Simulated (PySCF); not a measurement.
NMR data simulated for an unnamed compound:

$^{1}$H NMR (300 MHz, computed): δ 5.98 (m, 1H), 5.30 (m, 1H), 4.82 (m, 1H), 4.70 (m, 1H), 4.62 (m, 1H), 4.59 (m, 1H), 3.78 (s, 3H).

$^{13}$C{$^{1}$H} NMR (computed): δ 119.8 (CH), 69.7 (CH2), 69.6 (CH2), 60.0 (CH3).

PySCF 2.14.0 with density-fitted response routines calculation with GFN2-xTB structure and shielding tensors at PBE0/pcSseg-1 (GIAO); one computed conformer, in vacuum, non-relativistic Hamiltonian, one averaged value for each set of equivalent atoms.

Chemical shifts δ = σref − σ; $^{1}$H (31.72 ppm), $^{13}$C (186.93 ppm) against TMS, all at this level.

**Question.** Which of these does the molecule contain: a Si–H bond, a methoxy group, a C≡C triple bond, an S-methyl group, a CF3 group?

**Answer.** 
- A Si–H bond: yes (δH 5.30 (m)).
- A methoxy group: yes (δC 60.0; δH 3.78 (s)).
- A C≡C triple bond: no.
- An S-methyl group: no.
- A CF3 group: no.

The data belong to `CO[C@@H](F)[SiH]1COC1`, C4H9FO2Si; they needn't prove each group on their own.

Carbon signals by region: 1 in the sp2 and nitrile region (100–160 ppm), 3 at 50–100 ppm.

Splittings by $^{19}$F in the carbon and heteronuclear signals aren't shown, as no couplings were computed. Shifts are as computed. Against solution values, carbons near 30 ppm lie about +3 ppm off and those near 130 ppm about +5 ppm. Of 1309 compounds with measured shifts, 239 miss one by over three times the rms of a fit or turn the order of signals round; such compounds aren't used in these exercises. No couplings were computed; multiplicities are counted from neighbouring protons, with m where these are inequivalent, close in shift, in a saturated or five-membered ring or joined by F or P, and br s for small geminal =CH2 splittings.
